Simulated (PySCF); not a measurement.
Ar⁺: excitation energy

Ar⁺ [Ne] 3s2 3p5 (2P) → Ar⁺ [Ne] 3s1 3p6 (2S), as a difference of total energies. Computed with PySCF 2.14 in dyall-av2z (13s9p2d, 50 functions), with no relativity, point nucleus. Correlated levels: valence: [Ne] frozen; virtual orbitals above 40 to 60 times the deepest correlated orbital energy dropped. The calculations carry no spin-orbit coupling.

```tsv
method	excitation energy (cm⁻¹)
UHF	148890
MP2 (valence)	127700
SCS-MP2 (valence)	125330
CCSD (valence)	115930
CCSD(T) (valence)	113500
CCSDT (valence)	113600
```

Errors of the correlated levels include the incompleteness of this basis and the frozen core.

The coupled-cluster amplitudes are large for the upper state (T1 above 0.03 or a double amplitude above 0.15), so a single reference is strained.

For comparison: 108240 cm⁻¹ (measured; NIST levels, between the centres of gravity of the two terms).
